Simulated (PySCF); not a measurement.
Delta-SCF ions had no search for a lower state. Excitations are Tamm–Dancoff values on a coarser integration grid. The basis has no diffuse functions, so Rydberg states are missing or too high.

**C3H3N, SMILES `[H]/N=C\C#C` (charge 0, multiplicity 1)**

Calculation: TPSSh-D3(BJ)/def2-TZVP // PBE0-D3(BJ)/def2-TZVP run with PySCF.

The HOMO is -7.35 eV and the dipole moment comes out as 2.24 D. The HOMO–LUMO gap comes out as 5.34 eV. The LUMO is -2.01 eV and the S1 excitation (TDA) comes out as 4.74 eV. The S1 oscillator strength comes out as 0.004 and the brightest of the four lowest singlets (TDA) is 5.94 eV. The T1 excitation (TDA) comes out as 3.80 eV. The S1–T1 gap (TDA) comes out as 0.94 eV and the vertical ionisation energy (Delta-SCF) is 10.26 eV. The total energy comes out as -170.8546 Ha. The cost is around 2.5 core-minutes (rough).

Bond lengths (Å): C1–C2 1.202, C1–H5 1.065, C2–C3 1.430, C3–N4 1.269, C3–H6 1.092, N4–H7 1.021. Angles (°): C2–C1–H5 179.6, C1–C2–C3 179.5, C2–C3–N4 126.0, C2–C3–H6 115.9, N4–C3–H6 118.1, C3–N4–H7 110.5.
